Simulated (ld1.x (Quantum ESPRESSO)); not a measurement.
## Reading a pseudo-wave (vanadium (V))

Columns: radius, all-electron u(r) and pseudo u(r) of the 3d shell (level -5.52 eV) of vanadium in the configuration [Ar] 3d3 4s1.75 4p0.25; PBE, scalar-relativistic, PAW scheme, ld1.x (Quantum ESPRESSO) 7.5.

| r (bohr) | all-electron | pseudo |
| --- | --- | --- |
| 0.148 | 0.0952 | 0.0044 |
| 0.295 | 0.3350 | 0.0326 |
| 0.443 | 0.5607 | 0.1004 |
| 0.590 | 0.7126 | 0.2075 |
| 0.738 | 0.7930 | 0.3411 |
| 0.885 | 0.8163 | 0.4756 |
| 1.033 | 0.8025 | 0.5873 |
| 1.180 | 0.7673 | 0.6565 |
| 1.328 | 0.7207 | 0.6782 |
| 1.475 | 0.6698 | 0.6599 |
| 1.623 | 0.6179 | 0.6173 |
| 1.770 | 0.5678 | 0.5678 |
| 1.918 | 0.5201 | 0.5201 |
| 2.065 | 0.4760 | 0.4760 |
| 2.213 | 0.4351 | 0.4351 |
| 2.360 | 0.3978 | 0.3978 |
| 2.508 | 0.3635 | 0.3635 |
| 2.655 | 0.3323 | 0.3323 |
| 2.802 | 0.3037 | 0.3037 |
| 2.950 | 0.2774 | 0.2774 |
| 3.098 | 0.2533 | 0.2533 |
| 3.245 | 0.2313 | 0.2313 |
| 3.393 | 0.2111 | 0.2111 |
| 3.540 | 0.1926 | 0.1926 |
| 3.688 | 0.1756 | 0.1756 |
| 3.835 | 0.1601 | 0.1601 |

Task: How many radial nodes do the two functions have?

Result: The all-electron 3d function has n − l − 1 = 0; the pseudo-wave has 0.

Task: At about which radius was the pseudo-wave matched?

Result: 1.85 bohr, where the columns begin to agree (steps of 0.15 bohr).

Task: Is the pseudo-wave norm-conserving?

Result: No, it belongs to a PAW set: the norm inside the radius is not constrained, and the difference is carried by the augmentation charge.
